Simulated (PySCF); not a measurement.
Species: C5H6O3S.
Z-matrix (Å and degrees, GFN2-xTB geometry), rows numbered from 1:
```
O 
S   1  1.4253
O   2  1.4315  1  119.90
O   2  1.6233  1  108.10  3  -122.15
C   2  1.7549  1  109.07  3   129.26
C   5  1.3404  2  127.61  1  -144.01
C   6  1.4468  5  108.52  2   179.25
C   7  1.3433  6  109.19  5    -0.25
C   5  1.4848  2  121.90  1    34.91
H   4  0.9579  2  108.48  1   134.87
H   6  1.0738  5  126.14  2    -0.20
H   7  1.0745  6  123.86  5   179.89
H   8  1.0740  7  127.21  6   179.99
H   9  1.0916  5  111.86  2    60.46
H   9  1.0914  5  111.16  2   -58.55
```

A PySCF run (density fitting, gas phase, GFN2-xTB geometry) gave HOMO -8.43 eV, LUMO -3.84 eV, dipole 4.77 D and E = -830.916 Eh.

Question: Which of these levels was it?
A. PBE0/6-31G*
B. PBE0/pcSseg-1
C. WP04/6-311G**
D. PBE0/def2-SVPD
E. PBE0/MINI

Answer: C. It is WP04/6-311G**. All candidates on this geometry:

```json
{"level and settings": "WP04/6-311G**", "kind": "global hybrid fitted to proton shifts", "basis functions": "206", "SCF cycles": "16", "E (Eh)": "-830.9158", "HOMO (eV)": "-8.43", "LUMO (eV)": "-3.84", "dipole (D)": "4.77"}
{"level and settings": "PBE0/MINI", "kind": "global hybrid", "basis functions": "55", "SCF cycles": "15", "E (Eh)": "-811.8128", "HOMO (eV)": "-8.42", "LUMO (eV)": "-3.22", "dipole (D)": "2.90"}
{"level and settings": "PBE0/def2-SVPD", "kind": "global hybrid", "basis functions": "244", "SCF cycles": "14", "E (Eh)": "-816.9039", "HOMO (eV)": "-7.38", "LUMO (eV)": "-1.79", "dipole (D)": "4.50"}
{"level and settings": "PBE0/pcSseg-1", "kind": "global hybrid", "basis functions": "190", "SCF cycles": "14", "E (Eh)": "-817.2412", "HOMO (eV)": "-7.35", "LUMO (eV)": "-1.73", "dipole (D)": "4.35"}
{"level and settings": "PBE0/6-31G*, grid level 4", "kind": "global hybrid", "basis functions": "142", "SCF cycles": "14", "E (Eh)": "-817.2796", "HOMO (eV)": "-7.06", "LUMO (eV)": "-1.39", "dipole (D)": "4.43"}
```

The nearest other candidate, by the summed differences of HOMO and LUMO, is PBE0/MINI: its HOMO differs by +0.01 eV and its LUMO by +0.62 eV. Cycle counts include a coarse-grid stage where the run had one. All basis functions are spherical, in the Pople sets too. WP04 was designed for NMR shieldings or shifts; total energies of different functionals aren't comparable.
